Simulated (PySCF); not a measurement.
Can point charges reproduce the dipole moment of `c1(C#C)nccn1[SiH2]OC`?

Coordinates (PBE0-D3(BJ)/def2-SVP, Å) and charges (e) from the PBE0/pcSseg-1 density (PySCF):

```csv
atom,x,y,z,Mulliken,IAO,Hirshfeld,ESP-fitted
C1,1.472,2.721,0.127,-0.3408,-0.2139,-0.0896,-0.2656
C2,1.531,1.514,0.009,+0.3919,-0.0446,-0.0468,-0.2991
C3,1.514,0.099,-0.123,+0.2856,+0.1625,+0.0829,+0.7341
N4,2.547,-0.697,-0.296,-0.3968,-0.3032,-0.1941,-0.5809
C5,2.026,-1.953,-0.368,-0.0082,-0.0919,-0.0368,+0.1082
C6,0.657,-1.920,-0.237,+0.1044,-0.1158,-0.0262,-0.3330
N7,0.321,-0.596,-0.080,-0.7462,-0.3546,-0.1029,-0.2704
Si8,-1.300,0.106,0.118,+0.9598,+1.1106,+0.4497,+0.6707
O9,-2.256,-1.243,0.099,-0.6516,-0.6335,-0.2206,-0.2679
C10,-3.656,-1.264,0.178,-0.0201,-0.1936,-0.0270,-0.2743
H11,1.443,3.790,0.231,+0.0752,+0.2073,+0.1010,+0.2798
H12,2.660,-2.827,-0.510,+0.0915,+0.1622,+0.0571,+0.1334
H13,-0.102,-2.698,-0.239,+0.1072,+0.1764,+0.0591,+0.2013
H14,-1.378,0.835,1.412,-0.0957,-0.1424,-0.0739,-0.1136
H15,-1.600,1.016,-1.021,-0.0970,-0.1433,-0.0741,-0.1140
H16,-4.124,-0.694,-0.645,+0.1061,+0.1294,+0.0443,+0.1267
H17,-3.995,-2.307,0.104,+0.1278,+0.1580,+0.0534,+0.1379
H18,-4.021,-0.853,1.136,+0.1071,+0.1303,+0.0445,+0.1267
```

Problem. Compute μ = Σ q r for each scheme (1 e·Å = 4.803 D) and compare with the dipole of the full density.

Solution. The full density gives (-5.14, 0.29, 0.43) D, 5.16 D in size; dipole vectors point from the negative to the positive end.

```
    scheme     μx    μy    μz  size (D)  share of the full size (%)  angle to the full dipole (°)
  Mulliken  -5.39  1.28  0.48      5.56                         108                            10
       IAO  -5.49  1.74  0.55      5.78                         112                            14
 Hirshfeld  -3.60  0.49  0.33      3.64                          71                             4
ESP-fitted  -5.16  0.27  0.43      5.18                         100                             0
```

Problem. Which set comes closest?

Solution. Length of the difference vector: ESP-fitted 0.03 D, Mulliken 1.03 D, IAO 1.50 D, Hirshfeld 1.56 D. Closest: ESP-fitted. The schemes that divide the density aren't constrained to reproduce the dipole.

Problem. What is left for the Hirshfeld atoms' own dipoles?

Solution. The Hirshfeld atoms' densities add up to the full density, so μ = Σ q r + Σ (atomic dipoles). The atomic dipoles sum to (-5.14, 0.29, 0.43) − (-3.60, 0.49, 0.33) = (-1.54, -0.20, 0.10) D, 1.56 D in size.

Problem. With the origin at the mean of the coordinates, (-0.459, -0.387, -0.006) Å, which are the largest single terms, by size, of the Mulliken dipole along the direction of the full one?

Solution. N4 +5.78, O9 -5.47, Si8 +4.03, C2 -3.52, C1 +2.84 D; all 18 atoms together +5.48 D. The single terms depend on the origin, their sum doesn't.

Problem. Give the size of the full dipole in other units.

Solution. 5.16 D = 2.031 au = 1.075 e·Å = 17.22 × 10⁻³⁰ C·m.

One conformer (not necessarily the lowest) at the PBE0-D3(BJ)/def2-SVP geometry, without solvent, vibrations or thermal averaging.

The values belong to the conformer `[CH:1]#[C:2][c:3]1[n:4][cH:5][cH:6][n:7]1[SiH2:8][O:9][CH3:10]`: C6–N7–Si8–O9 1°, N7–Si8–O9–C10 -178°.
